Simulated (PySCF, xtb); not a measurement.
Al(F)(Cl)(vinyl) (C2H3AlClF), SMILES C=[CH][Al]([F])[Cl].

xtb with GFN2-xTB at its own geometry gives an orbital gap of 4.20 eV and a dipole moment of 2.55 D.

The structure is a stationary point at PBE0-D3(BJ)/def2-SVP. Other conformers were not sampled.

Question: What does B3LYP/def2-TZVP (PySCF) give? (The exact figures need the calculation; the answer reports its results.)

Answer: gap 6.54 eV (levels -8.28 and -1.73 eV), dipole 2.39 D.
